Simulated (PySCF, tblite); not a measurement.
Isomers of C7H13OP. Computed with GFN2-xTB (tblite): harmonic, unscaled wavenumbers at the GFN2-xTB geometry, gas phase. This tight-binding method is rough: wavenumbers can miss measured ones by several per cent, in bad cases by 10 to 20. Modes of hydrogen on phosphorus can be 10 to 20 % off. One conformer each.

Electronic energies: PBE0/pcSseg-1 single points on the GFN2-xTB geometries (PySCF, gas phase).

| SMILES | electronic energy, lowest = 0 (kcal/mol) |
| --- | --- |
| CC#C[P@@H](=O)CC(C)C | 41.6 |
| CCC1=CCC[P@]1(C)=O | 0.9 |
| C=C[P@@H](=O)C1CCCC1 | 20.4 |
| CC[P@@]1(=O)CC=C(C)C1 | 0.0 |

Question: How do GFN2-xTB zero-point energies change the relative energies?

Answer: 
```tsv
SMILES	ZPE (kcal/mol)	of it from modes above 1550 cm⁻¹	electronic (kcal/mol)	with ZPE, lowest = 0 (kcal/mol)	lowest mode (cm⁻¹)	rings
CC[P@@]1(=O)CC=C(C)C1	115.1	58.1	0.0	0.0	60	1
CCC1=CCC[P@]1(C)=O	115.5	58.1	0.9	1.4	64	1
C=C[P@@H](=O)C1CCCC1	115.9	57.2	20.4	21.1	52	1
CC#C[P@@H](=O)CC(C)C	113.6	58.1	41.6	40.1	42	0
```

The zero-point energies span 2.3 kcal/mol, from `CC#C[P@@H](=O)CC(C)C` to `C=C[P@@H](=O)C1CCCC1`. The order is unchanged.

Question: And how do the electronic energies of GFN2-xTB itself compare?

Answer: `CC[P@@]1(=O)CC=C(C)C1` 0.0; `CCC1=CCC[P@]1(C)=O` 0.9; `C=C[P@@H](=O)C1CCCC1` 8.7; `CC#C[P@@H](=O)CC(C)C` 30.9 kcal/mol, lowest = 0. Against the energies above, taken from the same isomer `CC[P@@]1(=O)CC=C(C)C1`, the largest difference is 11.7 kcal/mol.

Question: What do entropy and thermal enthalpy add at 298.15 K and 1 bar (rigid rotor, harmonic oscillator, one conformer each)?

Answer: 
```csv
SMILES,point group,symmetry number,S (cal/(mol K)),H − H(0) (kcal/mol),ZPE + H − H(0) − TS (kcal/mol)
CC[P@@]1(=O)CC=C(C)C1,C1,1,100.8,7.41,92.4
CCC1=CCC[P@]1(C)=O,C1,1,100.1,7.34,93.0
C=C[P@@H](=O)C1CCCC1,C1,1,99.5,6.92,93.1
CC#C[P@@H](=O)CC(C)C,C1,1,111.2,8.36,88.8
```
